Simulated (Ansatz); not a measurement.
Reaction (isomerisation): `N[SiH2]N1C[SiH2]1` → `[SiH3][SiH]1NCN1`

Calculated with Ansatz (gas phase, PBE0-D4/def2-TZVP geometries, no zero-point term in ΔE). CCSD(T)/CBS is the MP2 limit (def2-TZVPP, def2-QZVPP) plus CCSD(T) − MP2 in def2-TZVPP, frozen cores. Functionals use def2-TZVPP. One conformer a species, not always the lowest.

| level | ΔE (kcal/mol) | difference from CCSD(T)/CBS |
| --- | --- | --- |
| r2SCAN-D4 | 16.3 | -0.2 |
| PBE0-D4 | 12.7 | -3.8 |
| ωB97X-V | 14.1 | -2.4 |
| ωB97M-V | 17.1 | 0.6 |
| MP2/def2-TZVPP | 18.9 | 2.4 |
| SCS-MP2/def2-TZVPP | 18.0 | 1.5 |
| CCSD/def2-TZVPP | 15.7 | -0.8 |
| MP2/def2-QZVPP | 19.4 | 2.9 |
| SCS-MP2/def2-QZVPP | 18.4 | 1.9 |
| HF/CBS(def2) | 16.1 | -0.4 |
| CCSD(T)/CBS | 16.5 | 0 |

Largest T1 diagnostic among the species: 0.012.

CCSD(T)/CBS has its own doubt, a few kJ/mol and more with outer-core shells, so smaller differences from it don't rank the levels.
